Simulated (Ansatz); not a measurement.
Job for Ansatz (a first-principles code): U-PBE0/def2-TZVPP on RuH+, 2S+1 = 7, a spin state set in the input, which need not be the lowest. Charge +1. Elements past Kr take the def2 small-core potentials; no spin–orbit coupling.

Ansatz 0.2 input:
```yaml
crystal:
  periodic: [false, false, false]
  atoms:
    - {symbol: Ru, position_ang: [0.00000000, 0.00000000, 0.00000000]}
    - {symbol: H, position_ang: [0.00000000, 0.00000000, 1.68100000]}
basis:
  gaussian:
    orbitals: def2-TZVPP
hamiltonian:
  xc: {name: PBE0}
total_charge: 1
magnetization: {spin_polarized: true, initial_magnetization: 6}
relax: {f_tol: 0.002, max_steps: 120}
```

The log:

```
WARN ansatz: RAYON_NUM_THREADS=1 ignored (pool sized by the plan → 1); use --threads N
Functional definition: PBE0
integrals: 0.01 GiB planned
440 factors; their error is unknown
mean field: 0.18 GiB planned
mean field evaluation 1: about -2582.5094 eV, gradient 2.3e1 eV
mean field evaluation 2: about -2582.9453 eV, gradient 2.0e1 eV
mean field evaluation 4: about -2584.2150 eV, gradient 1.0e0 eV
mean field evaluation 8: about -2584.2356 eV, gradient 2.7e-2 eV
mean field evaluation 16: about -2583.2375 eV, gradient 7.4e0 eV
mean field -2584.23557169 eV, -94.9689056018 hartree, gradient 2.8e-5 eV, S^2 12.001726; 2 other end points of the search recorded, 0 dependent functions left out
the calculation of the forces begins
reference -2584.23560402 eV, -94.9689067898 hartree; 11, 5 occupied and 59, 65 virtual orbitals, 440 factors
relax step   1: F+E_penalty+E_count = -2584.23557169 eV  Δ(F+E_penalty+E_count) = +0.000e0 eV  max|allowed force component| = 1.695e0 eV/Å  Δτ_max = 0.0000 Å  (44 SCF iters, accepted)
these checks for a lower state are left out or cut short: starts, cluster_reference, orbital_swaps, neighbouring_geometries, increment
integrals: 0.01 GiB planned
440 factors; their error is unknown
mean field: 0.17 GiB planned
mean field -2584.40001777 eV, -94.9749488838 hartree, gradient 1.2e-5 eV, S^2 12.003033; 0 other end points of the search recorded, 0 dependent functions left out
the calculation of the forces begins
reference -2584.40005048 eV, -94.9749500857 hartree; 11, 5 occupied and 59, 65 virtual orbitals, 440 factors
relax step   2: F+E_penalty+E_count = -2584.40001777 eV  Δ(F+E_penalty+E_count) = -1.644e-1 eV  max|allowed force component| = 4.982e-1 eV/Å  Δτ_max = 0.0829 Å  (42 SCF iters, accepted)
these checks for a lower state are left out or cut short: starts, cluster_reference, orbital_swaps, neighbouring_geometries, increment
integrals: 0.01 GiB planned
440 factors; their error is unknown
mean field: 0.17 GiB planned
mean field evaluation 32: about -2584.3885 eV, gradient 5.3e0 eV
mean field -2584.43902592 eV, -94.9763824069 hartree, gradient 7.7e-6 eV, S^2 12.003914; 0 other end points of the search recorded, 0 dependent functions left out
the calculation of the forces begins
reference -2584.43905898 eV, -94.9763836217 hartree; 11, 5 occupied and 59, 65 virtual orbitals, 440 factors
relax step   3: F+E_penalty+E_count = -2584.43902592 eV  Δ(F+E_penalty+E_count) = -3.901e-2 eV  max|allowed force component| = 2.470e-1 eV/Å  Δτ_max = 0.0564 Å  (45 SCF iters, accepted)
these checks for a lower state are left out or cut short: starts, cluster_reference, orbital_swaps, neighbouring_geometries, increment
integrals: 0.01 GiB planned
440 factors; their error is unknown
mean field: 0.17 GiB planned
mean field -2584.48079431 eV, -94.9779173668 hartree, gradient 1.0e-5 eV, S^2 12.004201; 0 other end points of the search recorded, 0 dependent functions left out
the calculation of the forces begins
reference -2584.48082823 eV, -94.9779186135 hartree; 11, 5 occupied and 59, 65 virtual orbitals, 440 factors
relax step   4: F+E_penalty+E_count = -2584.48079431 eV  Δ(F+E_penalty+E_count) = -4.177e-2 eV  max|allowed force component| = 2.643e-1 eV/Å  Δτ_max = 0.0897 Å  (56 SCF iters, accepted)
these checks for a lower state are left out or cut short: starts, cluster_reference, orbital_swaps, neighbouring_geometries, increment
integrals: 0.01 GiB planned
440 factors; their error is unknown
mean field: 0.17 GiB planned
mean field evaluation 64: about -2584.6088 eV, gradient 8.2e-6 eV
mean field -2584.61300905 eV, -94.9827761690 hartree, gradient 2.6e-6 eV, S^2 12.001857; 1 other end points of the search recorded, 0 dependent functions left out
the calculation of the forces begins
reference -2584.61304465 eV, -94.9827774774 hartree; 11, 5 occupied and 59, 65 virtual orbitals, 440 factors
relax step   5: F+E_penalty+E_count = -2584.61300905 eV  Δ(F+E_penalty+E_count) = -1.322e-1 eV  max|allowed force component| = 3.516e-1 eV/Å  Δτ_max = 0.1950 Å  (112 SCF iters, accepted)
these checks for a lower state are left out or cut short: starts, cluster_reference, orbital_swaps, neighbouring_geometries, increment
integrals: 0.01 GiB planned
440 factors; their error is unknown
mean field: 0.17 GiB planned
mean field evaluation 96: about -2584.6569 eV, gradient 4.2e-6 eV
mean field -2584.65686960 eV, -94.9843880143 hartree, gradient 4.2e-6 eV, S^2 12.001412; 0 other end points of the search recorded, 0 dependent functions left out
the calculation of the forces begins
reference -2584.65690535 eV, -94.9843893283 hartree; 11, 5 occupied and 59, 65 virtual orbitals, 440 factors
relax step   6: F+E_penalty+E_count = -2584.65686960 eV  Δ(F+E_penalty+E_count) = -4.386e-2 eV  max|allowed force component| = 2.803e-1 eV/Å  Δτ_max = 0.0689 Å  (57 SCF iters, accepted)
these checks for a lower state are left out or cut short: starts, cluster_reference, orbital_swaps, neighbouring_geometries, increment
integrals: 0.01 GiB planned
440 factors; their error is unknown
mean field: 0.17 GiB planned
mean field -2584.71630258 eV, -94.9865721361 hartree, gradient 1.6e-6 eV, S^2 12.001064; 0 other end points of the search recorded, 0 dependent functions left out
the calculation of the forces begins
reference -2584.71633833 eV, -94.9865734500 hartree; 11, 5 occupied and 59, 65 virtual orbitals, 440 factors
relax step   7: F+E_penalty+E_count = -2584.71630258 eV  Δ(F+E_penalty+E_count) = -5.943e-2 eV  max|allowed force component| = 1.253e-1 eV/Å  Δτ_max = 0.1500 Å  (61 SCF iters, accepted)
these checks for a lower state are left out or cut short: starts, cluster_reference, orbital_swaps, neighbouring_geometries, increment
integrals: 0.01 GiB planned
440 factors; their error is unknown
mean field: 0.17 GiB planned
mean field -2584.73662807 eV, -94.9873190843 hartree, gradient 6.3e-6 eV, S^2 12.000986; 0 other end points of the search recorded, 0 dependent functions left out
the calculation of the forces begins
reference -2584.73666424 eV, -94.9873204134 hartree; 11, 5 occupied and 59, 65 virtual orbitals, 440 factors
relax step   8: F+E_penalty+E_count = -2584.73662807 eV  Δ(F+E_penalty+E_count) = -2.033e-2 eV  max|allowed force component| = 4.968e-2 eV/Å  Δτ_max = 0.1213 Å  (55 SCF iters, accepted)
these checks for a lower state are left out or cut short: starts, cluster_reference, orbital_swaps, neighbouring_geometries, increment
integrals: 0.01 GiB planned
440 factors; their error is unknown
mean field: 0.17 GiB planned
mean field evaluation 128: about -2584.7439 eV, gradient 6.3e-6 eV
mean field evaluation 160: about -2584.7436 eV, gradient 8.5e-1 eV
mean field evaluation 192: about -2584.7464 eV, gradient 1.8e-2 eV
mean field -2584.74638824 eV, -94.9876777639 hartree, gradient 8.4e-10 eV, S^2 12.000930; 1 other end points of the search recorded, 0 dependent functions left out
the calculation of the forces begins
reference -2584.74642503 eV, -94.9876791159 hartree; 11, 5 occupied and 59, 65 virtual orbitals, 440 factors
relax step   9: F+E_penalty+E_count = -2584.74638824 eV  Δ(F+E_penalty+E_count) = -9.760e-3 eV  max|allowed force component| = 4.159e-3 eV/Å  Δτ_max = 0.1585 Å  (344 SCF iters, accepted)
these checks for a lower state are left out or cut short: starts, cluster_reference, orbital_swaps, neighbouring_geometries, increment
integrals: 0.01 GiB planned
440 factors; their error is unknown
mean field: 0.17 GiB planned
mean field -2584.74639490 eV, -94.9876780087 hartree, gradient 4.9e-6 eV, S^2 12.000930; 0 other end points of the search recorded, 0 dependent functions left out
the calculation of the forces begins
reference -2584.74643170 eV, -94.9876793608 hartree; 11, 5 occupied and 59, 65 virtual orbitals, 440 factors
relax step  10: F+E_penalty+E_count = -2584.74639490 eV  Δ(F+E_penalty+E_count) = -6.660e-6 eV  max|allowed force component| = 4.007e-3 eV/Å  Δτ_max = 0.0008 Å  (41 SCF iters, accepted)
these checks for a lower state are left out or cut short: starts, cluster_reference, orbital_swaps, neighbouring_geometries, increment
integrals: 0.01 GiB planned
440 factors; their error is unknown
mean field: 0.17 GiB planned
mean field evaluation 224: about -2584.7465 eV, gradient 2.5e-5 eV
mean field -2584.74647356 eV, -94.9876808992 hartree, gradient 3.1e-6 eV, S^2 12.000930; 0 other end points of the search recorded, 0 dependent functions left out
the calculation of the forces begins
reference -2584.74651045 eV, -94.9876822549 hartree; 11, 5 occupied and 59, 65 virtual orbitals, 440 factors
relax step  11: F+E_penalty+E_count = -2584.74647356 eV  Δ(F+E_penalty+E_count) = -7.865e-5 eV  max|allowed force component| = 1.434e-3 eV/Å  Δτ_max = 0.0146 Å  (46 SCF iters, accepted)
these checks for a lower state are left out or cut short: starts, cluster_reference, orbital_swaps, neighbouring_geometries, increment
integrals: 0.01 GiB planned
440 factors; their error is unknown
mean field: 0.17 GiB planned
mean field -2584.74648611 eV, -94.9876813604 hartree, gradient 9.5e-6 eV, S^2 12.000930; 0 other end points of the search recorded, 0 dependent functions left out
the calculation of the forces begins
reference -2584.74652306 eV, -94.9876827182 hartree; 11, 5 occupied and 59, 65 virtual orbitals, 440 factors
relax step  12: F+E_penalty+E_count = -2584.74648611 eV  Δ(F+E_penalty+E_count) = -1.255e-5 eV  max|allowed force component| = 1.244e-4 eV/Å  Δτ_max = 0.0081 Å  (44 SCF iters, accepted)
integrals: 0.01 GiB planned
440 factors; their error is unknown
mean field: 0.17 GiB planned
mean field evaluation 256: about -2584.7246 eV, gradient 2.7e0 eV
mean field evaluation 288: about -2584.7462 eV, gradient 5.1e-2 eV
mean field -2584.74648611 eV, -94.9876813604 hartree, gradient 9.5e-6 eV, S^2 12.000930; 5 other end points of the search recorded, 0 dependent functions left out
the calculation of the forces begins
reference -2584.74652306 eV, -94.9876827182 hartree; 11, 5 occupied and 59, 65 virtual orbitals, 440 factors
Total energy: -2584.74652306 eV, -94.9876827182 hartree
Atom 0 at     0.000000    -0.000000    -0.946234 Å, force     0.000000    -0.000000    -0.000124 eV/Å
Atom 1 at    -0.000000     0.000000     2.627234 Å, force    -0.000000     0.000000     0.000124 eV/Å
Dipole moment:     0.000000     0.000000     0.017515 e Å
```

The run converged.

Cost: around 30 core-seconds (rough).
